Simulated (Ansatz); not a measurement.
This geometry of AlClH₅NO₂ (10 atoms, charge 0, multiplicity 1) is a first-order saddle point.

Computed with RKS PBE-D4/def2-mTZVP in Ansatz.

```xyz
10
Properties=species:S:1:pos:R:3
Al -0.013 -0.362 0.194
N 0.088 -0.171 2.080
H -0.766 0.040 2.600
H 0.861 0.337 2.513
Cl 1.526 0.603 -0.920
O -1.622 -0.473 -0.414
H -1.884 -0.028 -1.234
O 0.500 -2.130 0.729
H -0.172 -2.826 0.600
H 0.343 -1.581 1.726
```

**Question.** Which two structures does it join? (They come from a converged band through this point; their orientation in space is the band's.)

**Answer.** Bonds broken: O8–H10. Bonds formed: N2–H10.

Image 0:

```xyz
10
Properties=species:S:1:pos:R:3
Al -0.002 -0.262 0.344
N 0.057 -0.002 2.153
H -0.808 0.235 2.642
H 0.810 0.550 2.564
Cl 1.538 0.618 -0.849
O -1.555 -0.588 -0.353
H -1.847 -0.149 -1.166
O 0.501 -2.175 0.617
H -0.252 -2.725 0.315
H 0.419 -2.093 1.605
```

Image 8:

```xyz
10
Properties=species:S:1:pos:R:3
Al -0.067 -0.727 0.141
N 0.019 -0.257 2.103
H -0.816 0.287 2.345
H 0.846 0.298 2.347
Cl 1.622 0.356 -0.665
O -1.646 -0.041 -0.061
H -2.136 -0.108 -0.894
O 0.124 -2.451 0.164
H 0.889 -2.842 -0.286
H 0.027 -1.106 2.679
```

**Question.** How far does it lie above each of them?

**Answer.** 1.8 kcal/mol above the first and 24.0 kcal/mol above the second. This is the barrier of this one path; another mechanism may lie lower. The orbitals stay closed-shell, which can raise the energy where a bond breaks towards radicals; this wasn't checked here.

Run time: 3.4 min on 4 threads of Arm Neoverse V2, on a shared host, peak memory 0.18 GiB.
